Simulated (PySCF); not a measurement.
## What binds SbCl: the parts of the energy along the bond

State: ³Σ⁻, triplet, unpaired electrons π ↑↑. ROHF-based CCSD(T) in PySCF 2.14 with Sb cc-pwCVDZ-PP with ECP28, Cl aug-cc-pV(D+d)Z and Sb cc-pwCVTZ-PP with ECP28, Cl aug-cc-pV(T+d)Z (frozen core orbitals: 9; scalar-relativistic core potentials). Correlation energies are extrapolated as n⁻³ (n = 2, 3), Hartree–Fock as (n+1)·exp(−9√n). All energies in eV from Sb + Cl.

```csv
R (Å),HF/CBS,CCSD corr.,(T),total
2.0729,-1.045,-1.111,-0.1475,-2.304
2.1671,-1.559,-1.066,-0.1512,-2.776
2.2613,-1.809,-1.030,-0.1558,-2.995
2.3555,-1.875,-1.003,-0.1611,-3.040
2.4498,-1.818,-0.982,-0.1671,-2.967
2.5675,-1.634,-0.963,-0.1753,-2.772
2.6853,-1.374,-0.951,-0.1846,-2.510
```

A fit to the total gives Re = 2.3386 Å, De = 3.042 eV, ωe = 375.0 cm⁻¹, Be = 0.1136 cm⁻¹ (masses 120.9038 and 34.9689 u).

Q: At R = 2.3555 Å the CCSD correlation energy is -0.510294 hartree in the smaller basis and -0.740955 in the larger. Extrapolate it.

A: (3³·E3 − 2³·E2)/(3³ − 2³) = -0.83808 hartree; the larger basis holds 88.4 % of it.

The T1 diagnostic is 0.015. The state was picked by a PBE0 search and need not be the measured ground state. Spin–orbit coupling, excitations beyond (T) and corrections to the Born–Oppenheimer picture are left out, and spin–orbit coupling matters for open p, d or f shells this heavy.
